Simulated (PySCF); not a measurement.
## Bond energies at PBE0/def2-TZVPP beside a composite method

PySCF, lowest determinants of a PBE0 search. The composite is CCSD(T) extrapolated to the basis-set limit from two correlation-consistent sets, with core-valence (CV) and scalar-relativistic (SR) terms as its label shows; it has no spin–orbit coupling and nothing beyond (T).

```json
{"species": "TeCl", "state (unpaired electrons)": "doublet (π ↑)", "De PBE0 (eV)": "2.80", "De composite (eV)": "2.76", "composite": "CCSD(T)/CBS(TQ)", "dissociates to": "Te + Cl"}
{"species": "HgF", "state (unpaired electrons)": "doublet (σ ↑)", "De PBE0 (eV)": "1.42", "De composite (eV)": "1.36", "composite": "CCSD(T)/CBS(DT)", "dissociates to": "Hg + F"}
{"species": "SnF", "state (unpaired electrons)": "doublet (π ↑)", "De PBE0 (eV)": "4.86", "De composite (eV)": "5.00", "composite": "CCSD(T)/CBS(DT)+CV", "dissociates to": "Sn + F"}
{"species": "Se2", "state (unpaired electrons)": "triplet (π ↑↑)", "De PBE0 (eV)": "3.72", "De composite (eV)": "3.55", "composite": "CCSD(T)/CBS(TQ)", "dissociates to": "Se + Se"}
{"species": "AuH", "state (unpaired electrons)": "singlet (closed shell)", "De PBE0 (eV)": "2.98", "De composite (eV)": "3.21", "composite": "CCSD(T)/CBS(TQ)+CV", "dissociates to": "H + Au (5d10 6s1)"}
{"species": "BCl", "state (unpaired electrons)": "singlet (closed shell)", "De PBE0 (eV)": "5.33", "De composite (eV)": "5.34", "composite": "CCSD(T)/CBS(TQ)+CV+SR", "dissociates to": "B + Cl"}
{"species": "ICl", "state (unpaired electrons)": "singlet (closed shell)", "De PBE0 (eV)": "2.40", "De composite (eV)": "2.43", "composite": "CCSD(T)/CBS(TQ)+CV", "dissociates to": "I + Cl"}
{"species": "IO", "state (unpaired electrons)": "doublet (π ↑)", "De PBE0 (eV)": "2.49", "De composite (eV)": "2.44", "composite": "CCSD(T)/CBS(TQ)", "dissociates to": "I + O"}
```

Problem. Does PBE0 bind more or less than the composite, by how much on average, and where is the difference largest?

Solution. PBE0/def2-TZVPP binds about as much on average, method and basis taken together: the mean signed difference is -0.01 eV and the mean absolute one 0.09 eV; it is largest for AuH (-0.23 eV).

The molecules are drawn from runs that passed checks on state, spin purity and fit, so the hardest cases are missing and the errors look smaller than over all diatomics.

Correlated steps freeze the inner cores (4 to 18 orbitals); shallow outer-core shells are correlated. These are scalar-relativistic numbers at best; spin–orbit coupling would shift them, the dissociation energy most. Where the molecule has an RHF reference, its open-shell atoms are computed with UHF. The CCSD T1 diagnostic is raised in AuH, HgF, IO, a sign that a single reference may not be enough there. States were picked by a PBE0 search and need not be the measured ground states.
